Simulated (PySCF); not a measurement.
Members of the series CXY, Y = amino; each row names its spin state. Isolated molecules, 0 K electronic values unless said otherwise. One relaxed conformer stands for each flexible species; it need not be the lowest. Strings in code marks are SMILES.

The HOMO–LUMO gap from two functionals at the same geometries (PBE0-D3(BJ)/def2-TZVP), both in PySCF: PBE-D3(BJ)/def2-TZVP and PBE0-D3(BJ)/def2-TZVP. 

```tsv
species	PBE0-D3(BJ)/def2-TZVP (eV)
X = silyl, multiplicity 1 (`N[C][SiH3]` (lower singlet))	4.62
X = ethynyl, multiplicity 1 (`C#C[C]N` (lower singlet))	4.39
X = vinyl, multiplicity 1 (`C=C[C]N` (lower singlet; C–C–C–N torsion 58°))	4.93
X = H, multiplicity 1 (`[CH]N` (lower singlet))	5.59
```

Task: What does PBE-D3(BJ)/def2-TZVP give for each?

Result: 
- X = silyl, multiplicity 1 (`N[C][SiH3]` (lower singlet)): 2.26
- X = ethynyl, multiplicity 1 (`C#C[C]N` (lower singlet)): 2.15
- X = vinyl, multiplicity 1 (`C=C[C]N` (lower singlet; C–C–C–N torsion 58°)): 2.68
- X = H, multiplicity 1 (`[CH]N` (lower singlet)): 2.98
Over these rows, drawn at random from the members with no instability flagged (it was tested for open shells, ions and some series alone), PBE minus PBE0-D3(BJ): mean -2.37 eV, from -2.61 eV to -2.24 eV.
